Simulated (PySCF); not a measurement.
# Electric field gradients and quadrupole coupling constants

Compound: C7H13N.
Z-matrix (Å and degrees, PBE0-D3(BJ)/def2-SVP geometry), rows numbered from 1:
```
C 
C   1  1.5430
C   2  1.5436  1  103.86
N   3  1.4553  2  106.36  1    24.69
C   4  1.4300  3  113.66  2    84.61
C   5  1.4977  4  117.43  3    86.70
C   5  1.4975  4  117.47  3   155.46
C   4  1.4555  3  103.49  2   -39.20
H   1  1.1005  2  110.96  3  -120.67
H   1  1.1001  2  112.70  3   119.75
H   2  1.1006  1  110.85  3   118.91
H   2  1.1001  1  112.87  3  -121.45
H   3  1.0993  2  113.94  1   146.84
H   3  1.1040  2  109.89  1   -92.63
H   5  1.1040  4  117.60  3   -58.90
H   6  1.0929  5  118.54  7   108.64
H   6  1.0927  5  116.19  7  -107.65
H   7  1.0927  5  116.22  6   107.63
H   7  1.0929  5  118.53  6  -108.63
H   8  1.0993  1  113.88  2  -144.49
H   8  1.1038  1  109.85  2    95.06
```

Field gradients from the PBE0/pcSseg-1 density (PySCF, non-relativistic), principal values in atomic units, ordered |Vxx| ≤ |Vyy| ≤ |Vzz|:

| atom | Vxx | Vyy | Vzz |
| --- | --- | --- | --- |
| N4 | 0.6136 | 0.6415 | -1.2551 |

Problem. Find the asymmetry η = (Vxx − Vyy)/Vzz and the couplings χ = eQV/h (234.96 MHz × Q in barn × V in au), with Q(14N) = 0.02044 b.

Solution. 
| atom | environment | nucleus | η | χzz (MHz) | χxx (MHz) | χyy (MHz) |
| --- | --- | --- | --- | --- | --- | --- |
| N4 | tertiary amine nitrogen | 14N | 0.02 | -6.03 | 2.95 | 3.08 |

The gradient is axial or nearly so (η below 0.05) at N4. 

Problem. What is Vzz at N4 in SI units (1 au = 9.71736 × 10²¹ V/m²)?

Solution. -1.2551 au = -12.196 × 10²¹ V/m².

Problem. And the gradient at the other heavy atoms, for which no coupling is worked out here?

Solution. 
```json
{"atom": "C1", "environment": "ring CH2 carbon", "Vzz (au)": "0.066", "η": "0.70"}
{"atom": "C2", "environment": "ring CH2 carbon", "Vzz (au)": "0.066", "η": "0.68"}
{"atom": "C3", "environment": "sp3 carbon bound to nitrogen", "Vzz (au)": "0.198", "η": "0.38"}
{"atom": "C5", "environment": "sp3 carbon bound to nitrogen", "Vzz (au)": "-0.233", "η": "0.91"}
{"atom": "C6", "environment": "three-membered-ring carbon", "Vzz (au)": "0.183", "η": "0.25"}
{"atom": "C7", "environment": "three-membered-ring carbon", "Vzz (au)": "0.182", "η": "0.25"}
{"atom": "C8", "environment": "sp3 carbon bound to nitrogen", "Vzz (au)": "0.199", "η": "0.39"}
```

Were the hydrogens deuterons (Q(2H) = 0.00286 b), χzz would run from 189 kHz (H14 and H21) to 207 kHz (H16, H19, H18 and H17).

One conformer (not necessarily the lowest) at the PBE0-D3(BJ)/def2-SVP geometry, without solvent, vibrations or thermal averaging. With a basis this small, the couplings can be 20 % off.
